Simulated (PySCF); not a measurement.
C6H11B.
Cartesian coordinates in Å at the PBE0-D3(BJ)/def2-SVP level; atoms count from 1:
```xyz
18
C6H11B angstrom
C      2.953   -0.184   -0.448
C      1.711    0.253   -0.667
C      0.491   -0.124    0.101
B     -0.589   -1.076   -0.544
C     -1.991   -0.614   -0.024
C     -1.682    0.404    1.083
C     -0.348    1.034    0.677
H      3.180   -0.877    0.368
H      3.788    0.128   -1.080
H      1.544    0.955   -1.495
H      0.793   -0.782    0.953
H     -0.358   -1.991   -1.299
H     -2.399   -0.085   -0.916
H     -2.737   -1.384    0.222
H     -1.559   -0.127    2.043
H     -2.477    1.151    1.239
H      0.155    1.561    1.503
H     -0.516    1.783   -0.118
```

All values: PBE0/pcSseg-1 (PySCF, non-relativistic), on one gas-phase PBE0-D3(BJ)/def2-SVP geometry that isn't relaxed in the solvent. The solvent is an IEF-PCM continuum (van der Waals radii × 1.2). The model holds no explicit solvent molecules, cavitation or dispersion.

| run | E − E(gas) (kcal/mol) | HOMO (eV) | HOMO–LUMO gap (eV) | dipole (D) |
| --- | --- | --- | --- | --- |
| gas | 0.00 | -6.98 | 6.11 | 0.79 |
| P | -1.54 | -6.99 | 6.23 | 1.00 |
| Q | -0.81 | -6.97 | 6.18 | 0.91 |

The runs were made in chloroform and cyclohexane. Which run belongs to which solvent?

P = chloroform, Q = cyclohexane. The dielectric constants are 2.017 (cyclohexane), 4.711 (chloroform), and the energy falls further as ε rises. In this model the ground state sees the solvent through ε alone.

How constant is the ratio of the lowering to (ε − 1)/(2ε + 1)?

```tsv
solvent	(ε − 1)/(2ε + 1)	E − E(gas) (kcal/mol)	ratio (kcal/mol)	polarisation term (kcal/mol)
cyclohexane	0.202	-0.81	-4.0	-0.84
chloroform	0.356	-1.54	-4.3	-1.64
```

The ratio changes by +7.2 % in size from cyclohexane to chloroform. The polarisation term is half the interaction of the solute with the induced surface charges.
